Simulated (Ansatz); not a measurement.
`N#C[CH2][AlH2]` + `OP[SiH3]` → `O[P]([AlH2])[SiH3]` + `CC#N` at 298.15 K and 1 bar (ligand exchange at the Al–C bond).

Calculated with Ansatz (gas phase, PBE0-D4/def2-TZVP geometries, no zero-point term in ΔE). CBS: MP2 limit from def2 TZ/QZ plus the TZ coupled-cluster correction, frozen cores. This one scheme is used for every species. One conformer a species, not always the lowest.

| species | CCSD(T)/CBS energy (Eh) | H − E (kJ/mol) | S (J/(mol·K)) |
| --- | --- | --- | --- |
| `N#C[CH2][AlH2]` | -375.19563 | 144.8 | 317.2 |
| `OP[SiH3]` | -708.19371 | 144.7 | 310.1 |
| `O[P]([AlH2])[SiH3]` | -950.80994 | 166.0 | 373.4 |
| `CC#N` | -132.59492 | 131.1 | 242.3 |

H − E and S are ideal-gas, rigid-rotor, harmonic terms from PBE0-D4/def2-TZVP, for one conformer and one mirror image of each species. 1 Eh = 2625.50 kJ/mol, R = 8.31446 J/(mol·K).

By hand: ΔE, ΔH, ΔS and ΔG.

ΔE = (-950.80994) + (-132.59492) − (-375.19563) − (-708.19371) = -0.01552 Eh = -40.7 kJ/mol. Δ(H − E) = 166.0 + 131.1 − 144.8 − 144.7 = 7.6, so ΔH = -33.1 kJ/mol. ΔS = 373.4 + 242.3 − 317.2 − 310.1 = -11.6 J/(mol·K). ΔG = -33.1 − 298.15 × (-11.6)/1000 = -29.6 kJ/mol.

By hand: the equilibrium constant, and the temperature at which ΔG would vanish if ΔH and ΔS stayed fixed.

log₁₀ K = −ΔG/(RT ln 10) = 5.2. ΔG = 0 at ΔH/ΔS = 2853 K, far beyond where these terms or the molecules hold.

The number of gas molecules stays the same, so ΔS is small and ΔH decides. A doubt of 5 kJ/mol in ΔE shifts log₁₀ K by 0.9 here. Other conformers and mirror images would add mixing entropy, several J/(mol·K) or more a flexible species. Modes under 60 cm⁻¹, often nearly free rotors, make the harmonic entropy too high. These are equilibria of isolated gas molecules and say nothing of rates. Largest T1 diagnostic: 0.014 (customary marks: 0.02 for closed shells, 0.045 for open ones).
